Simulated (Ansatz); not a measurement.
Job for Ansatz (a quantum-chemistry and plane-wave program): R-RI-MP2/def2-QZVPP on BrH2NSi (SMILES N[Si]Br), a point of a torsion scan. Files ending in .json are basis or fitting sets from the Basis Set Exchange. The run froze 20 orbitals, filled d shells among them.

Ansatz 0.2 input:
```yaml
crystal:
  periodic: [false, false, false]
  atoms:
    - {symbol: N, position_ang: [-0.74179982, -0.07513720, -0.09913927]}
    - {symbol: Si, position_ang: [0.78729476, -0.70309507, -0.53241137]}
    - {symbol: Br, position_ang: [0.89597732, -2.38912395, 1.02940909]}
    - {symbol: H, position_ang: [-0.97468236, 0.89489082, -0.22714760]}
    - {symbol: H, position_ang: [-1.35681853, -0.50794208, 0.57816817]}
basis:
  gaussian:
    orbitals: def2-QZVPP.json
    fitting: {mean_field: def2-universal-JKFIT, correlation: def2-QZVPP-RIFIT.json}
magnetization: {spin_polarized: false}
correlation: {method: mp2, electrons: outside_noble_gas}
scf: {lower_state_search: off}
```

Q: Give the final energy of this run.

A: -2917.6282 hartree.
